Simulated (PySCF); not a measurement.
Spinor energies of Zn⁺ (zinc, charge +1)

Start: [Ar] 3d10 4d1; 4d5/2 filled at m_j = +5/2. Calculated with PySCF 2.14 in x2c-TZVPall-2c with one added diffuse shell each of s, p, d type (7s8p5d1f, 63 functions): generalised Hartree-Fock with the X2C-1e Hamiltonian and a Gaussian nucleus; one run each with spin-orbit coupling (SO) switched off, then screened by Boettger's factors. This is a chosen level, not necessarily the ground level.

```tsv
spinor shell	electrons	ε, spin-free (eV)	ε, screened SO (eV)	weight of nominal j (screened SO)	rms radius, screened SO (bohr)
1s1/2	2	-9744.9	-9744.8	1.000	0.0580
2s1/2	2	-1248.2	-1248.2	1.000	0.244
2p1/2	2	-1079.7	-1096.1	1.000	0.217
3s1/2	2	-172.60	-172.60	1.000	0.732
3p1/2	2	-120.54	-122.78	1.000	0.769
3p3/2	4	-120.54	-119.47	1.000	0.780
3d3/2	4	-35.785	-36.031	0.998	0.981
3d5/2	6	-35.785	-35.626	0.999	0.987
4d5/2	1	-5.799	-5.796	1.000	5.84
```

Question: Where does 2p3/2 lie, and what is the 2p spin-orbit splitting (screened SO)?

Answer: At -1071.8 eV, 24.364 eV above 2p1/2.

```tsv
quantity	spin-free	screened SO
E (hartree)	-1793.53362	-1793.58457
M_J	5/2	5/2
⟨J²⟩	8.750	8.750
⟨L²⟩	6.000	6.002
⟨S²⟩	0.750	0.752
```

Without spin-orbit coupling the j labels of p, d and f shells carry no meaning; the spin-free column gives the mean over the occupied spinors of each nl shell.
